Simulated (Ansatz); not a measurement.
Wavefunction ladder for `O[SiH2]O[Si](O)(O)O`

Z-matrix (Å, degrees):
```
Si
O 1 1.646
O 1 1.635 2 110.4
H 1 1.484 2 107.6 3 -122.3
H 1 1.478 2 108.5 3 117.2
Si 2 1.619 1 135.7 3 39.2
H 3 0.963 1 114.4 2 -42.5
O 6 1.625 2 114.8 1 104.6
O 6 1.641 2 104.4 1 -12.3
O 6 1.630 2 109.8 1 -135.5
H 8 0.958 6 117.1 2 87.9
H 9 0.958 6 116.9 2 165.6
H 10 0.958 6 117.4 2 36.7
```

Total charge 0; spin multiplicity 1. The structure was optimised at the PBE0-D4/def2-TZVP level. It is one conformer, not always the lowest. Frozen core, restricted reference, Ansatz 0.2.0. CBS rows extrapolate triple and quadruple zeta; past MP2 they add the triple-zeta difference.

```json
{"basis": "def2-TZVPP", "HF (Eh)": "-956.22329", "MP2 corr.": "-1.42469"}
{"basis": "def2-QZVPP", "HF (Eh)": "-956.26154", "MP2 corr.": "-1.54296"}
```

(1) Estimate the CCSD correlation energy and the (T) correction in each basis where they were run (hartree).

Answers

(1) 
| basis | CCSD corr. | (T) |
| --- | --- | --- |
| def2-TZVPP | -1.44976 | -0.05041 |
| CBS(def2) | -1.65563 | as TZ |
